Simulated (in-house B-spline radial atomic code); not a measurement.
Orbital energies and mean radii along the 34-electron series, configuration [Ar] 3d10 4s2 4p4. The effective charge is n√(-2ε), a non-relativistic measure. Computed with a B-spline radial code for spherical atoms: Dirac-Hartree-Fock, average of the configuration, finite nuclei.

```tsv
ion	Z	energy of 4p1/2 (Eh)	mean radius of 4p1/2 (bohr)	energy of 4p3/2 (Eh)	mean radius of 4p3/2 (bohr)	effective charge of 4p1/2
Eu29+	63	-42.783	0.51247	-41.311	0.53051	37.001
Gd30+	64	?	?	?	?	?
Tb31+	65	?	?	?	?	?
Dy32+	66	-50.609	0.47571	-48.707	0.49417	40.243
Ho33+	67	-53.369	0.46452	-51.303	0.48313	41.326
```

(1) Fill in the row of Gd30+.

(2) Fill in the row of Tb31+.

(3) How does the screening of 4p1/2 change?

Answers

(1) energy of 4p1/2 (Eh): -45.316; mean radius of 4p1/2 (bohr): 0.49965; energy of 4p3/2 (Eh): -43.711; mean radius of 4p3/2 (bohr): 0.51782; effective charge of 4p1/2: 38.08.

(2) energy of 4p1/2 (Eh): -47.925; mean radius of 4p1/2 (bohr): 0.48741; energy of 4p3/2 (Eh): -46.176; mean radius of 4p3/2 (bohr): 0.50572; effective charge of 4p1/2: 39.161.

(3) Z less the effective charge goes from 26.00 at Z = 63 to 25.67 at Z = 67.
